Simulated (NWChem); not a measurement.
# WNH2SOCl; SMILES [NH]=[W]([OH])(=[S])[Cl]

```xyz
7

W     -0.1716    -0.0627    -0.0256
N     -0.8880    -0.2130    -1.5974
H     -0.9809    -0.5736    -2.5434
S      1.3966    -1.5023     0.1386
Cl     0.6998     2.0473     0.1327
O     -1.4899    -0.4337     1.2582
H     -2.4248    -0.5902     1.0828
```
Atoms are numbered in this order, from 1.

All runs: NWChem. Structure relaxed at the PBE0/def2-SVP level. No frequency run checked for a minimum. def2 effective core potentials on W; no spin-orbit coupling.

### Question
What does the run give for OLYP/def2-SVP? Quantities: highest occupied level (eV); orbital gap (eV); dipole (D).

### Answer
```json
{
  "highest occupied level (eV)": "-6.14",
  "orbital gap (eV)": "3.37",
  "dipole (D)": "3.51"
}
```
